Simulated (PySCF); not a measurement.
# Electron correlation in Fe (iron, neutral)

[Ar] 3d5 4s2 5s1, high-spin 7S determinant (an excited configuration). All numbers are calculated (PySCF 2.14, no relativity, point nucleus, in aug-cc-pVDZ). Frozen: [Ar]; 8 electrons correlated.

```json
{"level": "CCSD", "correlation energy (mhartree)": "-121.90"}
{"level": "(T)", "correlation energy (mhartree)": "-3.26"}
{"level": "CCSD(T)", "correlation energy (mhartree)": "-125.16"}
```

Diagnostics: T1 = 0.019, D1 = 0.0668, largest double amplitude 0.089.

The outer electron is Rydberg-like, and this basis confines it to a smaller radius and binds it less than a complete one would.

Cost of the coupled-cluster step: roughly 3 core-seconds, for 8 correlated electrons.
